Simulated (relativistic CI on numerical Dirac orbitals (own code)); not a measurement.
## Hyperfine structure of Fe¹⁷⁺, mass number 57

Computed by Dirac-Coulomb-Breit CI, separate exchange-only KLI orbitals for each configuration, model QED, unscaled Slater integrals (own radial code, finite nucleus).

CI space (outside the closed core 1s2): 2s2 2p5, 2s 2p6, 2p6 3s, 2p6 3p, 2s2 2p4 3s, 2p6 3d, 2s2 2p4 3p, 2s2 2p4 3d, 2s 2p5 3s, 2s 2p5 3p, 2s 2p5 3d, 2s2 2p4 4s, 2s2 2p4 4p, 2s2 2p4 4d, 2s2 2p4 4f, 2s 2p5 4s. Levels of other configurations are missing.

Nuclear spin I = 1/2, μ = 0.09064 μN (tables of Stone and Pyykkö). The electronic factors are computed for point nuclear moments, without core polarisation or the Bohr-Weisskopf and QED corrections.

| Level | E (10³ cm⁻¹) | A (MHz) |
| --- | --- | --- |
| 2s2 2p5 2P°_3/2 | 0.0 | 4753 |
| 2s2 2p5 2P°_1/2 | 102.5 | 24410 |
| 2s 2p6 2S_1/2 | 1076.9 | 81140 |
| 2s2 2p4 3s 4P_5/2 | 6214.1 | 7734 |
| 2s2 2p4 3s 2P_3/2 | 6242.4 | 1368 |
| 2s2 2p4 3s 4P_1/2 | 6292.4 | 11770 |
| 2s2 2p4 3s 4P_3/2 | 6311.2 | 6381 |
| 2s2 2p4 3s 2P_1/2 | 6337.3 | 894.5 |

Levels with J = 0, under 50 % of one LS term, or S terms without an open s electron are left out. Small factors come from cancelling terms and can be off by tens of per cent or more.

At this charge energies of transitions that change n are usually good to better than 1 %, and those within a shell (Δn = 0) to a few per cent.

(1) Give the hyperfine levels of 2s2 2p5 2P°_1/2 relative to its centre of gravity.

Answers

(1) With K = F(F + 1) − I(I + 1) − J(J + 1), E = AK/2: F = 0: -18310, F = 1: 6103 MHz.

LS names give the leading component of a level, which can be under half, so a name can repeat, a term be missing and a line seem to break the LS rules.
